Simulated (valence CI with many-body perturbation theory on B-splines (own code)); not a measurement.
## As²⁺: electric-dipole lines

Calculated by valence CI with perturbative core correlation (CI+MBPT): three valence electrons over a frozen Dirac-Fock core [Ar] 3d10, radial functions for each j: 11 s, 11 p, 9 d, 7 f, 5 g, 2 h, 1 i, with the one-electron correlation potential Σ1 (screened to all orders), the two-electron term Σ2, the three-electron term Σ3, Breit, model QED; selected single and double excitations, second order for the rest, scaled by the run's own slope (own B-spline code, finite nucleus).

Against 13 measured levels this calculation errs by 202 cm⁻¹ on average and by 431 at most. These come from a selection out of Moore, Atomic Energy Levels, vol. II, NSRDS-NBS 35 (1971 reprint of NBS Circular 467, 1952), an old analysis. Levels without a partner in it may be off by more.

Lines 151 to 200 of 228 in falling wavelength, among levels below 192825 cm⁻¹, chosen from the strongest by gf and those to the six lowest levels. Wavelengths and rates use the calculated energies, so an error of 200 cm⁻¹ moves a line at 95.66 nm by 0.19 % and its rate by three times that or more. Electric multipoles are in the length gauge, E1 and E2 with the static RPA response of the core. Weak lines are less certain than strong ones. Lines between different terms over intervals too small for the method are left out, as are lines whose strength nearly cancels. Where a level lies close to another of its J and parity, the split of strength between their lines is uncertain. The highest levels of a list are the least certain.

Names give the largest LS component (configuration and term), which can be under half, so a name can repeat, a term be missing and a line seem to break the LS rules; names also repeat where a configuration has a term twice. Letters in brackets count levels of one name in rising energy.

| λ vac (nm) | λ from measured levels | Upper | Lower | A (s⁻¹) | S (a.u.) |
| --- | --- | --- | --- | --- | --- |
| 96.24 |  | 4s 4p 5s 2P°_3/2 | 4s 4p2 2D_5/2 | 2.79e+09 | 4.92e+00 |
| 95.95 |  | 4s 4p 4d 4P°_5/2 | 4s 4p2 2D_3/2 | 1.42e+06 | 3.72e-03 |
| 95.94 |  | 4s 4p 5s 2P°_3/2 | 4s 4p2 2D_3/2 | 2.06e+08 | 3.59e-01 |
| 95.93 |  | 4s 4p 4d 4P°_3/2 | 4s 4p2 2D_5/2 | 1.53e+08 | 2.66e-01 |
| 95.66 | 95.36 | 4s 4p2 2S_1/2 | 4s2 4p 2P°_3/2 | 1.25e+08 | 1.08e-01 |
| 95.64 |  | 4s 4p 4d 4P°_3/2 | 4s 4p2 2D_3/2 | 8.79e+06 | 1.52e-02 |
| 95.60 |  | 4s2 6p 2P°_3/2 | 4s 4p2 4P_5/2 | 5.33e+05 | 9.20e-04 |
| 95.54 |  | 4s 4p 4d 4P°_1/2 | 4s 4p2 2D_3/2 | 5.29e+05 | 4.55e-04 |
| 94.35 |  | 4s2 6p 2P°_1/2 | 4s 4p2 4P_3/2 | 1.09e+06 | 9.05e-04 |
| 94.22 |  | 4p3 4S°_3/2 | 4s 4p2 4P_5/2 | 3.11e+09 | 5.14e+00 |
| 94.08 |  | 4s2 6p 2P°_3/2 | 4s 4p2 4P_3/2 | 5.24e+06 | 8.62e-03 |
| 93.79 | 93.73 | 4s2 5s 2S_1/2 | 4s2 4p 2P°_1/2 | 1.99e+09 | 1.62e+00 |
| 93.32 |  | 4s2 6p 2P°_1/2 | 4s 4p2 4P_1/2 | 1.03e+05 | 8.29e-05 |
| 93.09 |  | 4s2 7p 2P°_1/2 | 4s 4p2 2D_3/2 | 3.55e+06 | 2.83e-03 |
| 93.06 |  | 4s2 6p 2P°_3/2 | 4s 4p2 4P_1/2 | 4.40e+06 | 6.99e-03 |
| 93.05 | 92.76 | 4s 4p2 2S_1/2 | 4s2 4p 2P°_1/2 | 9.77e+08 | 7.77e-01 |
| 92.74 |  | 4p3 4S°_3/2 | 4s 4p2 4P_3/2 | 2.25e+09 | 3.55e+00 |
| 92.16 |  | 4s 4p 4d 4F°_3/2 | 4s 4p2 4P_5/2 | 2.87e+05 | 4.43e-04 |
| 91.74 |  | 4p3 4S°_3/2 | 4s 4p2 4P_1/2 | 1.20e+09 | 1.82e+00 |
| 91.63 |  | 4s 4p 4d 4F°_5/2 | 4s 4p2 4P_5/2 | 1.23e+07 | 2.79e-02 |
| 90.86 |  | 4s 4p 4d 4F°_7/2 | 4s 4p2 4P_5/2 | 5.68e+07 | 1.68e-01 |
| 90.74 |  | 4s 4p 4d 4F°_3/2 | 4s 4p2 4P_3/2 | 1.36e+07 | 2.01e-02 |
| 90.23 |  | 4s 4p 4d 4F°_5/2 | 4s 4p2 4P_3/2 | 3.59e+07 | 7.81e-02 |
| 90.16 | 90.09 | 4s 4p2 2P_1/2 | 4s2 4p 2P°_3/2 | 3.38e+09 | 2.44e+00 |
| 89.79 |  | 4s 4p 4d 4F°_3/2 | 4s 4p2 4P_1/2 | 8.28e+06 | 1.18e-02 |
| 88.96 | 88.90 | 4s 4p2 2P_3/2 | 4s2 4p 2P°_3/2 | 4.39e+09 | 6.11e+00 |
| 88.03 |  | 4s 4p 5s 4P°_3/2 | 4s 4p2 4P_5/2 | 1.62e+09 | 2.18e+00 |
| 87.84 | 87.77 | 4s 4p2 2P_1/2 | 4s2 4p 2P°_1/2 | 3.67e+09 | 2.46e+00 |
| 87.50 |  | 4s 4p 5s 4P°_1/2 | 4s 4p2 4P_3/2 | 2.67e+09 | 1.76e+00 |
| 87.27 | 87.18 | 4s2 4d 2D_3/2 | 4s2 4p 2P°_3/2 | 2.98e+09 | 3.91e+00 |
| 87.20 |  | 4s2 4d 2D_5/2 | 4s2 4p 2P°_3/2 | 6.89e+09 | 1.35e+01 |
| 86.74 |  | 4s 4p 5s 4P°_3/2 | 4s 4p2 4P_3/2 | 3.23e+08 | 4.16e-01 |
| 86.70 | 86.64 | 4s 4p2 2P_3/2 | 4s2 4p 2P°_1/2 | 3.03e+09 | 3.89e+00 |
| 86.62 |  | 4s 4p 5s 4P°_1/2 | 4s 4p2 4P_1/2 | 6.09e+08 | 3.91e-01 |
| 86.59 |  | 4s 4p 5s 4P°_5/2 | 4s 4p2 4P_5/2 | 2.59e+09 | 4.98e+00 |
| 85.87 |  | 4s 4p 5s 4P°_3/2 | 4s 4p2 4P_1/2 | 1.57e+09 | 1.97e+00 |
| 85.35 |  | 4p3 2P°_3/2 | 4s 4p2 4P_5/2 | 2.23e+06 | 2.74e-03 |
| 85.34 |  | 4s 4p 5s 4P°_5/2 | 4s 4p2 4P_3/2 | 1.90e+09 | 3.49e+00 |
| 85.10 | 85.00 | 4s2 4d 2D_3/2 | 4s2 4p 2P°_1/2 | 4.20e+09 | 5.11e+00 |
| 84.30 |  | 4p3 2P°_1/2 | 4s 4p2 4P_3/2 | 4.24e+06 | 2.51e-03 |
| 84.13 |  | 4p3 2P°_3/2 | 4s 4p2 4P_3/2 | 5.18e+05 | 6.09e-04 |
| 84.08 |  | 4s 4p 4d 4D°_3/2 | 4s 4p2 4P_5/2 | 1.14e+07 | 1.34e-02 |
| 84.07 |  | 4s2 5f 2F°_5/2 [a] | 4s 4p2 4P_5/2 | 2.02e+08 | 3.56e-01 |
| 84.05 |  | 4s2 5f 2F°_7/2 | 4s 4p2 4P_5/2 | 1.10e+08 | 2.58e-01 |
| 84.01 |  | 4s2 5f 2F°_5/2 [b] | 4s 4p2 4P_5/2 | 1.06e+08 | 1.85e-01 |
| 83.48 |  | 4p3 2P°_1/2 | 4s 4p2 4P_1/2 | 1.27e+08 | 7.31e-02 |
| 83.31 |  | 4p3 2P°_3/2 | 4s 4p2 4P_1/2 | 3.31e+08 | 3.78e-01 |
| 83.12 |  | 4s 4p 4d 4D°_7/2 | 4s 4p2 4P_5/2 | 7.85e+09 | 1.78e+01 |
| 82.90 |  | 4s 4p 4d 4D°_3/2 | 4s 4p2 4P_3/2 | 2.75e+09 | 3.09e+00 |
| 82.89 |  | 4s 4p 4d 4D°_1/2 | 4s 4p2 4P_3/2 | 6.62e+08 | 3.72e-01 |
